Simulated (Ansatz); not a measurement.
PSe2, relaxed as a doublet with UKS PBE-D4/def2-TZVP in Ansatz, starting from the GFN1-xTB geometry. Force threshold 0.02 eV/Å.

The charge 0 doublet is spin-contaminated (final ⟨S²⟩ up to 0.86, 0.75 for a pure state). The relaxation made no stability test and no search for a lower SCF solution. Another isomer (doublet) lies 1.16 eV lower at PBE0-D4/def2-TZVP; other spin states weren't run for this one.

Start:

| atom | x (Å) | y (Å) | z (Å) |
| --- | --- | --- | --- |
| P1 | 1.079 | 0.274 | -1.529 |
| Se2 | 0.242 | 0.509 | 0.334 |
| Se3 | -1.321 | -0.783 | 1.195 |

Question: Estimate the energy that the relaxation releases and the steps that it takes.

Answer: 0.14 eV, in 6 steps; 7 s on 4 threads of Arm Neoverse V2 on a shared host. No frequencies were taken in this run, so the end may be a saddle point.

Question: Does the start keep its bonding and symmetry?

Answer: By distances, no bond broke or formed. The bond that changes most is P1–Se2, from 2.06 to 2.14 Å (atoms count from 1). Point group Cs at the start, Cs at the end, both within 0.05 Å.

Question: Predict the relaxed structure.

Answer: 
Cartesian coordinates in Å:
```
P 0.954 0.144 -1.501
Se 0.317 0.688 0.470
Se -1.271 -0.833 1.031
```
Bond lengths: 1 × P–Se 2.14 Å; 1 × Se–Se 2.27 Å.
